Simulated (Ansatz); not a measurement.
## A geometry optimisation of BCuFHO2S with B3LYP/6-31G*

The starting geometry of this gas-phase singlet was optimised with GFN2-xTB.

```xyz
7

B    -0.9394   -0.3340    0.4546
Cu   -0.8961    0.7813   -1.8263
F    -1.3569   -0.4719    1.7220
O    -1.9919   -0.3734   -0.5301
O     0.3404   -0.5784    0.0202
S     0.3196    1.1593   -0.0220
H    -2.8805   -0.2755   -0.1786
```

Predict what it relaxes into with B3LYP/6-31G*.

A bond breaks, giving a structure given below by its coordinates. Contacts that open: B1–S6 (2.01 → 2.80 Å).

The energy falls by 1.06 eV over 19 steps:

```json
{"step": "1", "E − E(last) (eV)": "1.060"}
{"step": "3", "E − E(last) (eV)": "0.716"}
{"step": "5", "E − E(last) (eV)": "0.397"}
{"step": "7", "E − E(last) (eV)": "0.354"}
{"step": "9", "E − E(last) (eV)": "0.342"}
{"step": "11", "E − E(last) (eV)": "0.291"}
{"step": "13", "E − E(last) (eV)": "0.041"}
{"step": "15", "E − E(last) (eV)": "0.030"}
{"step": "17", "E − E(last) (eV)": "0.000"}
{"step": "19", "E − E(last) (eV)": "0.000"}
```

Final geometry (Å):

```xyz
7

B    -1.0864   -0.3737    0.6011
Cu   -0.9252    0.9004   -1.6728
F    -1.5854   -1.0727    1.6256
O    -2.0197   -0.0874   -0.4366
O     0.1837    0.0150    0.5706
S     0.9347    0.9680   -0.7877
H    -2.9066   -0.4423   -0.2605
```

The end wasn't checked by frequencies. Run with Ansatz 0.2.0, 58 s on 2 threads of Arm Neoverse V2 (shared host).
